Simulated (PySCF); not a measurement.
Löwdin shares of the frontier orbitals

Compound: C6H7BN2.
Numbering: `[CH2:1]=[CH:2][C:3]#[C:4][B:5]([C:6]#[N:7])[NH:8][CH3:9]` (hydrogens: H10, H11 on C1; H12 on C2; H13 on N8; H14, H15, H16 on C9)

Cartesian coordinates in Å at the PBE0-D3(BJ)/def2-SVP level; atoms count from 1:
```
atom  x, y, z in Å
C1     3.2693   -1.2926   -0.1184
C2     2.8277   -0.0297   -0.2259
C3     1.4624    0.3507   -0.1465
C4     0.2952    0.7112   -0.0859
B5    -1.1494    1.1887    0.0038
C6    -1.4613    2.7148   -0.0313
N7    -1.7020    3.8489   -0.0587
N8    -2.2274    0.3154    0.1185
C9    -2.1751   -1.1239    0.1657
H10    4.3362   -1.5177   -0.1871
H11    2.5808   -2.1263    0.0409
H12    3.5465    0.7833   -0.3845
H13   -3.1592    0.7117    0.1785
H14   -2.6022   -1.5114    1.1052
H15   -2.7320   -1.5745   -0.6722
H16   -1.1296   -1.4525    0.1007
```

The calculation used TDDFT wB97X-D/def2-SVPD, vertical, gas phase, core orbitals frozen in the response (PySCF 2.14.0, density-fitted response routines).

Frontier orbitals with the atoms that hold most of them (Löwdin shares over 4%, at most four atoms; ? is withheld):

| orbital | ε (eV) | atoms |
| --- | --- | --- |
| LUMO+2 | 1.61 | B5 33%, H13 10%, C9 9%, C6 8% |
| LUMO+1 | 1.42 | C2 16%, C1 16%, C6 14%, N7 14% |
| LUMO | ? | C1 17%, B5 16%, C4 14%, C3 13% |
| HOMO | -9.12 | ? |
| HOMO-1 | -10.03 | ? |
| HOMO-2 | -10.42 | N8 34%, N7 12%, C9 10%, B5 9% |
| HOMO-3 | -11.55 | N7 50%, C6 39%, B5 5% |

**Question.** Give the leading atoms of the HOMO-1.

**Answer.** C4 (bonded to B and C) 39%; C3 (bonded to 2 C) 38%; C2 (bonded to 2 C and H) 7%.

**Question.** Which atoms hold the HOMO, and with what shares?

**Answer.** C4 (bonded to B and C) 23%; C1 (bonded to C and 2 H) 20%; C3 (bonded to 2 C) 19%; C2 (bonded to 2 C and H) 14%.

**Question.** What is the LUMO energy, and the HOMO–LUMO gap?

**Answer.** ε(LUMO) = -0.48 eV; the gap is 8.64 eV (0.3174 hartree).

**Question.** How does S1 compare with the orbital gap of 8.64 eV?

**Answer.** S1 is at 4.50 eV (f = 0.0017), 4.13 eV below the gap, made of HOMO-1→LUMO (95%). Its leading pair isn't HOMO and LUMO; the energies of that pair differ by 9.56 eV. Without the coupling terms of the response equations the lowest excitation would equal the gap.

**Question.** Give energy, strength and leading configuration of S1, S2, S4, S6 and S7, and follow the Löwdin shares of the leading atoms from the occupied to the empty orbital.

**Answer.** 
- S1 (4.50 eV, f 0.0017), HOMO-1→LUMO (95%): C4 39% → 14%, C3 38% → 13%, C1 at most 4% → 17%, B5 at most 4% → 16%
- S2 (4.79 eV, f 0.386), HOMO→LUMO (87%): C4 23% → 14%, C1 20% → 17%, B5 at most 15% → 16%
- S4 (6.26 eV, f 0.222), HOMO-2→LUMO (82%): N8 34% → at most 14%, N7 12% → at most 14%, C1 at most 10% → 17%, B5 9% → 16%
- S6 (6.86 eV, f 0.031), HOMO→LUMO+1 (78%): C4 23% → at most 15%, C1 20% → 16%, C2 14% → 16%
- S7 (6.95 eV, f 0.031), HOMO-1→LUMO+1 (82%): C4 39% → at most 15%, C3 38% → at most 15%, C2 7% → 16%, C1 at most 4% → 16%

Löwdin shares depend on the basis, the more so with diffuse functions.

One conformer stands for the species.
